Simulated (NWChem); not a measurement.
# silicon monosulfide (SSi)

```xyz
2

Si     0.0000     0.0000     1.0345
S      0.0000     0.0000    -0.9052
```
Charge 0, spin multiplicity 1.

All runs are NWChem calculations. Structure: optimised with PBE0/def2-SVP, a minimum by its harmonic frequencies.

Symmetry labels belong to the abelian group C2v used in the runs, with the axes of the coordinates shown; states degenerate in a higher group split over its labels.

Problem. List the lowest 6 singlet excitations that TD-PBE/aug-cc-pVDZ gives, with oscillator strengths.

Solution. 
| state | symmetry | energy (eV) | wavelength (nm) | f |
|---|---|---|---|---|
| 1 | a2 | 4.07 | 305 | 0.000 |
| 2 | a2 | 4.30 | 289 | 0.000 |
| 3 | a1 | 4.30 | 289 | 0.000 |
| 4 | b2 | 4.37 | 284 | 0.021 |
| 5 | b1 | 4.37 | 284 | 0.021 |
| 6 | a1 | 5.93 | 209 | 0.119 |
